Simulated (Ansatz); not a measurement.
One change: `OC(F)OCF` becomes `OC(F)O[SiH3]`.

Ansatz, PBE0-D4/def2-TZVP geometries, multiplicity 1. Each molecule was computed in one conformer, which needn't be the lowest.

```
                                          property  `OC(F)OCF`
                 LUMO energy (PBE/def2-TZVPP) / eV        0.17
                LUMO energy (PBE0/def2-TZVPP) / eV        1.06
size of the dipole moment (ωB97M-V/def2-TZVPP) / D        2.27
             HOMO–LUMO gap (B3LYP/def2-TZVPP) / eV        9.67
             LUMO energy (ωB97M-V/def2-TZVPP) / eV        2.48
           HOMO–LUMO gap (ωB97M-V/def2-TZVPP) / eV       14.22
```

**Question.** What does the change do to each property? (Best estimate.)

**Answer.** The calculation gave: 
```
                                          property  `OC(F)O[SiH3]`  shift
                 LUMO energy (PBE/def2-TZVPP) / eV           -0.72  -0.89
                LUMO energy (PBE0/def2-TZVPP) / eV            0.15  -0.91
size of the dipole moment (ωB97M-V/def2-TZVPP) / D            1.25  -1.02
             HOMO–LUMO gap (B3LYP/def2-TZVPP) / eV            8.80  -0.87
             LUMO energy (ωB97M-V/def2-TZVPP) / eV            1.81  -0.67
           HOMO–LUMO gap (ωB97M-V/def2-TZVPP) / eV           13.24  -0.98
```

With PBE0 the HOMO rises by 0.18 eV and the LUMO falls by 0.91 eV, so the gap narrows by about 1.09 eV. PBE moves the HOMO by -0.06 eV and ωB97M-V by 0.31 eV. Dipoles are sizes alone; their direction can turn.

Positive LUMOs are unbound, so they and the gaps depend on the basis.

B3LYP here is the variant with VWN-RPA as its local correlation; programs differ in this.
